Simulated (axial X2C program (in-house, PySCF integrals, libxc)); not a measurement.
Outer orbitals of ZrC at 1.777 Å, r2SCAN0

Calculated with an in-house relativistic program for diatomic molecules. Spin-free means the one-electron spin-free X2C Hamiltonian; two-component (2c) means X2C with spin–orbit coupling and atomic mean-field two-electron Coulomb and Gaunt terms, so the difference of the two also holds small scalar two-electron terms. Basis: Zr dyall-cv3z [11s12p9d6f3g], C dyall-v3z [7s6p2d1f] (cores contracted in-house); Gaussian nuclei, density fitting, unrestricted open shells. Masses: Zr 89.905 u, C 12.000 u.

The distance is close to the 2c PBE0 minimum; the highest filled and lowest empty levels are listed.

Spin-free orbitals, state M_S = 1, Λ = 0 (beyond evenly filled blocks: 2 × σα) (Löwdin shares):

```csv
symmetry,occupied,ε (eV),atomic character
σα,yes,-35.37,"90% Zr p, 4% C p, 2% C s"
π-α,yes,-34.92,98% Zr p
π+α,yes,-34.92,98% Zr p
π-β,yes,-34.59,98% Zr p
π+β,yes,-34.59,98% Zr p
σβ,yes,-34.42,"91% Zr p, 4% C p, 2% C s"
σα,yes,-14.36,"56% C s, 20% Zr d, 10% Zr p"
σβ,yes,-12.76,"55% C s, 18% Zr d, 11% Zr p"
σα,yes,-7.03,"51% C p, 35% Zr d, 7% Zr p"
π-α,yes,-6.42,"48% Zr d, 46% C p"
π+α,yes,-6.42,"48% Zr d, 46% C p"
π-β,yes,-6.19,"48% Zr d, 45% C p, 2% Zr p"
π+β,yes,-6.19,"48% Zr d, 45% C p, 2% Zr p"
σα,yes,-5.05,"69% Zr s, 13% Zr p, 9% Zr d"
σβ,no,-2.19,"47% Zr s, 38% Zr d, 10% C p"
δ-α,no,-2.14,99% Zr d
δ+α,no,-2.14,99% Zr d
σβ,no,-2.12,"36% Zr p, 25% C p, 25% Zr s"
```

Spinors with spin–orbit coupling (state Ω = 1):

```
   ω  occupied  ε (eV)             atomic character     λ mixture
 1/2       yes  -34.45             95% Zr p, 2% C p  56% π, 44% σ
 3/2       yes  -34.33                     98% Zr p        100% π
-3/2       yes  -33.99                     98% Zr p        100% π
-1/2       yes  -33.97             92% Zr p, 3% C p  78% σ, 22% π
 1/2       yes  -14.36  56% C s, 20% Zr d, 10% Zr p        100% σ
-1/2       yes  -12.76  55% C s, 18% Zr d, 11% Zr p        100% σ
 1/2       yes   -7.03   51% C p, 35% Zr d, 7% Zr p        100% σ
-1/2       yes   -6.44            48% Zr d, 46% C p        100% π
 3/2       yes   -6.41            48% Zr d, 46% C p        100% π
 1/2       yes   -6.21   48% Zr d, 45% C p, 2% Zr p        100% π
-3/2       yes   -6.18   48% Zr d, 45% C p, 2% Zr p        100% π
 1/2       yes   -5.04  69% Zr s, 13% Zr p, 9% Zr d        100% σ
-1/2        no   -2.19  44% Zr s, 39% Zr d, 11% C p        100% σ
-3/2        no   -2.18                     99% Zr d        100% δ
-1/2        no   -2.12  36% Zr p, 27% Zr s, 24% C p        100% σ
 5/2        no   -2.10                     99% Zr d        100% δ
```

Mulliken charges and populations of the two-component result (they depend on the basis, above all on diffuse functions):

Zr 0.47 e (s 8.84 p 18.13 d 12.52 f 0.04), C -0.47 e (s 3.75 p 2.66 d 0.05 f 0.01). ⟨Lz⟩ = 0.00 ħ and ⟨Sz⟩ = 1.00 ħ (0.61 and 0.39 on the two atoms), which add up to Ω.

The state is a single determinant with fixed occupations, the lowest that a limited PBE0 search found. Density functionals use the spin component along the axis (collinear). Other states lie close and PBE0, whose exact exchange favours high spin, may order them wrongly; the determinant shown need not be the ground state. The nearest other spin-free determinant of the search, M_S = 0, Λ = 0, lies 0.37 eV up at the distance of the search. With several unpaired electrons one determinant need not be a pure state. Open-shell Ω = 0 determinants with evenly filled partner blocks cannot be reached by this program, so the Ω shown need not be the lowest component.
